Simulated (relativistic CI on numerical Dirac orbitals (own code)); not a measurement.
# Cr+ in a cubic cluster: L2,3 absorption with charge transfer

Computed with a charge-transfer multiplet model of a cubic metal-ligand cluster with up to 3 ligand holes, Slater and spin-orbit integrals from Dirac-Coulomb-Breit ions, Slater integrals scaled by 0.9. The ground state mixes d5 with configurations of k ligand holes L, whose averages lie at kΔ + k(k − 1)U_dd/2; a core hole lowers each added d electron by U_cd. 300 K, Lorentzian 0.4 eV and Gaussian 0.3 eV FWHM.

Atomic integrals in eV (Slater integrals scaled, ζ unscaled), ground: F2dd 7.466, F4dd 4.592, zeta_d 0.022; with the core hole: F2dd 8.310, F4dd 5.124, zeta_d 0.034, zeta_core 5.628, F2cd 4.671, G1cd 3.353, G3cd 1.901.

Cluster parameters (eV): Δ = 6.7, U_dd = 6.2, U_cd = 7.8, 10Dq = 0.9, 10Dq(ligand) = 1.3, final-state hopping factor = 0.9.

Weights, n_d and S are thermal averages at 300 K. Photon energies count from the first peak over 30 % of the highest in each spectrum, which can be another peak from case to case. The parameters are a model scan and need not match a compound or its usual spin state. Peaks in eV (height, largest 100): 0.0 (32), 1.3 (100), 2.4 (32), 4.1 (11), 9.2 (15), 10.7 (19), 11.3 (17).

(1) Which parameters give this spectrum?
A. V(eg) = 1.8 eV, V(t2g) = -0.97 eV
B. V(eg) = 2.7 eV, V(t2g) = -1.46 eV
C. V(eg) = 3.6 eV, V(t2g) = -1.95 eV

## Answers

(1) A. V(eg) = 1.8 eV, V(t2g) = -0.97 eV; the ground state then has 5.11 d electrons and S = 2.50. The choice follows from running the model for each set and comparing peak positions and heights.
